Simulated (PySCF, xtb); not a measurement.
Be(I)(NH2) (BeH2IN), SMILES [NH2][Be][I].

GFN2-xTB (xtb 6.7.1) at its own geometry gives an orbital gap of 5.93 eV and a dipole moment of 5.93 D.

The structure is a stationary point at B3LYP-D3(BJ)/def2-TZVP. The def2 effective core potentials stand for the cores of I; spin–orbit coupling is left out. One conformer was computed; it need not be the lowest.

**Question.** What does B3LYP/def2-TZVPD run with PySCF give? (An estimate is asked for; the answer gives what the named calculation found.)

**Answer.** gap 6.39 eV (levels -7.18 and -0.78 eV), dipole 2.01 D.
